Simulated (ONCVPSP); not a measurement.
# Before and after: ONCV potential for Br (Z = 35)

- Element: Br
- Generator: ONCVPSP 4.0.1
- Type: optimised norm-conserving Vanderbilt (ONCV)
- Functional: PBEsol
- Relativity: fully relativistic
- Frozen core: [Ar] 3d10
- Valence charge: 7
- Reference configuration: 4s2 4p5
- Partial waves: 4s: rc 1.45 bohr, ncon 4, nbas 7, qcut 5.2 1/bohr, 2 projectors, debl 1.8 Ha; 4p: rc 1.40 bohr, ncon 4, nbas 8, qcut 6.2 1/bohr, 1 projector; d scattering state at 0.31 Ha: rc 1.45 bohr, ncon 3, nbas 6, qcut 7.4 1/bohr, 3 projectors, debl 1 Ha
- Local potential: polynomial inside 1.30 bohr (lpopt 5, dvloc0 0 Ha)
- Core correction: Teter function, fcfact 2.5, rcfact 1.6

Open shells are filled in proportion to 2j + 1.

All-electron outer shells of the reference configuration (PBEsol, scalar-relativistic, ld1.x):

```tsv
shell	level (eV)	outermost node (bohr)	outermost maximum (bohr)
3p	-173.26	0.21	0.48
3d	-66.71	–	0.43
4s	-20.13	0.67	1.41
4p	-7.85	0.70	1.66
```

Change: core correction Teter function, fcfact 1.8, rcfact 1.6.

Cutoffs: the cutoffs (Ha) at which the residual kinetic energy of the hardest occupied pseudo-wave falls to 1 and 0.1 mHa per electron; they do not see the model core or the augmentation charge, which bear on the density cutoff. Errors are all-electron minus pseudo energies relative to the spin-unpolarised reference configuration.

Task: How do hardness, ghosts and transferability respond?

Result: The potential gets neither clearly harder nor softer (13 Ha and 36 Ha → 13 Ha and 36 Ha); both files keep a bound ghost (d); of the 4 tests that both files solve, the error grows in 0 and shrinks in 3 by more than 15 % and 0.3 meV (median size 7.7 → 4.3 meV). A model core, the more so a compact one, raises the density cutoff, which this test does not measure.

```csv
quantity,base,changed
"cutoff, loose",13 Ha,13 Ha
"cutoff, tight",36 Ha,36 Ha
bound ghosts,"d5/2, d3/2","d5/2, d3/2"
GHOST(+) flags under 300 eV,s at 111.5 eV,s at 111.5 eV
"error for 4s2 4p4, meV [ΔE 12.56 eV]",-0.3,+0.1
"error for 4s2 4p3, meV [ΔE 35.34 eV]",-13,-8.6
"error for 4s2 4p2, meV [ΔE 69.35 eV]",-73,-54
"error for 4s1 4p5, meV [ΔE 25.56 eV]",-2.7,0.0
s: phases at 1.48 bohr within 0.05 rad from the reference energy up to (Ha; the scan ends near 5),3.9,3.9
p3/2: phases at 1.42 bohr within 0.05 rad from the reference energy up to (Ha; the scan ends near 5),1.8,1.8
p1/2: phases at 1.42 bohr within 0.05 rad from the reference energy up to (Ha; the scan ends near 5),2.0,2.0
d5/2: phases at 1.48 bohr within 0.05 rad from the reference energy up to (Ha; the scan ends near 5),to the end of the scan,to the end of the scan
d3/2: phases at 1.48 bohr within 0.05 rad from the reference energy up to (Ha; the scan ends near 5),to the end of the scan,to the end of the scan
"rms error of d²Exc/dni dnj with the model core, mHa",4.12,5.09
```

Base: The cutoffs count occupied waves only; projector 2 of the d channel, the hardest unoccupied one, needs 75 Ha at the loose tolerance. Changed file: The cutoffs count occupied waves only; projector 2 of the d channel, the hardest unoccupied one, needs 75 Ha at the loose tolerance. A true bound ghost makes a file unfit for plane-wave use even where its test errors are small: the radial tests pick states by their node count and pass the ghost by.
